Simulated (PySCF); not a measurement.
Nuclear quadrupole coupling in `CC[C@@H]1CC[C@](F)(C#N)[SiH2]1`

Compound: C7H12FNSi.
Cartesian coordinates in Å at the GFN2-xTB level; atoms count from 1:
```
atom  x, y, z in Å
C1     2.9259    0.2878   -0.2430
C2     1.7550   -0.6518   -0.4922
C3     0.5450   -0.2940    0.3686
C4    -0.6134   -1.2875    0.1857
C5    -1.8702   -0.6922    0.8102
C6    -2.0535    0.7233    0.2470
F7    -2.7638    1.5107    1.1553
C8    -2.7554    0.6951   -1.0045
N9    -3.2620    0.6610   -2.0305
Si10  -0.2426    1.4108    0.0129
H11    3.7805    0.0031   -0.8520
H12    2.6504    1.3112   -0.4896
H13    3.2251    0.2583    0.8024
H14    2.0635   -1.6777   -0.2723
H15    1.4771   -0.6123   -1.5477
H16    0.8613   -0.3351    1.4175
H17   -0.3808   -2.2528    0.6392
H18   -0.7864   -1.4526   -0.8813
H19   -1.7441   -0.5970    1.8912
H20   -2.7470   -1.3157    0.6223
H21   -0.0596    1.8817   -1.3586
H22   -0.0155    2.4451    1.0185
```

Field gradients from the PBE0/pcSseg-1 density (PySCF, non-relativistic), principal values in atomic units, ordered |Vxx| ≤ |Vyy| ≤ |Vzz|:

```json
{"atom": "N9", "Vxx": "0.3355", "Vyy": "0.6471", "Vzz": "-0.9826"}
```

**Question.** Find the asymmetry η = (Vxx − Vyy)/Vzz and the couplings χ = eQV/h (234.96 MHz × Q in barn × V in au), with Q(14N) = 0.02044 b.

**Answer.** 
```
atom       environment  nucleus     η  χzz (MHz)  χxx (MHz)  χyy (MHz)
  N9  nitrile nitrogen      14N  0.32     -4.719      1.611      3.108
```

The tensor is traceless: Vxx + Vyy + Vzz = 0.

**Question.** What is Vzz at N9 in SI units (1 au = 9.71736 × 10²¹ V/m²)?

**Answer.** -0.9826 au = -9.549 × 10²¹ V/m².

**Question.** And the gradient at the other heavy atoms, for which no coupling is worked out here?

**Answer.** 
```csv
atom,environment,Vzz (au),η
C1,methyl carbon,0.045,0.53
C2,chain CH2 carbon,-0.060,0.91
C3,sp3 carbon bound to silicon,-0.060,0.77
C4,ring CH2 carbon,-0.069,0.82
C5,ring CH2 carbon,0.131,0.47
C6,sp3 C–F carbon,0.519,0.54
F7,alkyl fluorine,3.224,0.04
C8,nitrile carbon,-0.401,0.11
Si10,SiH2 silicon,0.421,0.12
```

Were the hydrogens deuterons (Q(2H) = 0.00286 b), χzz would run from 109 kHz (H21) to 212 kHz (H11 and H12).

Isolated species at its GFN2-xTB geometry (one conformer only). GFN2-xTB bond lengths can be off by several hundredths of an ångström, more for odd bonds, and the gradients follow them. A larger basis could move these couplings by a tenth or more.
